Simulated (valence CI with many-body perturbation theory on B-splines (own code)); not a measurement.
Cu XXIV: key properties

Calculated by valence CI with perturbative core correlation (CI+MBPT): four valence electrons over a frozen Dirac-Fock core [He], a basis of 11 s, 11 p, 10 d, 8 f, 5 g, 2 h functions for each j, with the one-electron correlation potential Σ1 (screened to all orders), the two-electron term Σ2, the three-electron term Σ3, Breit, model QED; selected single and double excitations, second order for the rest, scaled by the run's own slope (own B-spline code, finite nucleus).

No measured levels were compared; by estimate levels of excited configurations hold to 0.05 to 0.15 % of their energy, terms of the ground configuration to about 0.5 %. Among the levels kept, up to 1000 cm⁻¹ of a level comes from second order outside the variational space, and about a tenth of that is noise between levels of different J, which matters for small intervals.

Names give the largest LS component (configuration and term), which can be under half, so a name can repeat, a term be missing and a line seem to break the LS rules; names also repeat where a configuration has a term twice.

Rates and lifetimes use the calculated energies. Strong lines usually hold to 10 to 20 %, long lifetimes can be off by a factor of two.

Task: What is the ground level?

Result: 2s2.2p2 3P_0, composition 86 % 2s2.2p2 3P + 13 % 2s2.2p2 1S.

Task: Among levels below 1499.2 eV, which E1 lines absorb most strongly from the ground level?

Result: to 2s2.2p.3d 3D°_1 at 0.9568 nm, f = 1.31; to 2s.2p2.3p 3D°_1 at 0.9327 nm, f = 0.263; to 2s.2p3 3D°_1 at 10.43 nm, f = 0.0942.

Task: Where does the other parity begin?

Result: At 2s.2p3 5S°_2, 79.7 eV.

Task: Name the longest-lived excited levels whose lifetime is computed, and their main decay.

Result: 2s2.2p2 3P_2 at 23.4 eV lives 627 μs, mostly by M1 to 2s2.2p2 3P_1; 2s2.2p2 3P_1 at 16.4 eV lives 27.9 μs, mostly by M1 to 2s2.2p2 3P_0; 2s2.2p2 1D_2 at 46.3 eV lives 8.07 μs, mostly by M1 to 2s2.2p2 3P_1.

Task: How well does LS coupling describe the low levels?

Result: Among the lowest 20 levels the leading LS term, summed over configurations, holds 82 % on average. For single configurations the figures are 81 % in LS and 80 % in jj coupling. Terms mix most in the J = 2 level at 148.3 eV, where the leading one holds 59 %.
